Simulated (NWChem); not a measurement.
Species: C₃H₇Br; SMILES CC(C)Br

All runs: NWChem. Pople sets run with spherical d functions. Medium grid unless said otherwise, to which SCAN and Minnesota functionals are sensitive. Structure relaxed at the PBE0/def2-SVP level.

**Question.** What does the run give for M06/6-31G*? Quantities: highest occupied level (eV); orbital gap (eV); dipole (D).

**Answer.** 
| Quantity | Result |
|---|---|
| highest occupied level (eV) | -7.71 |
| orbital gap (eV) | 8.03 |
| dipole (D) | 2.26 |
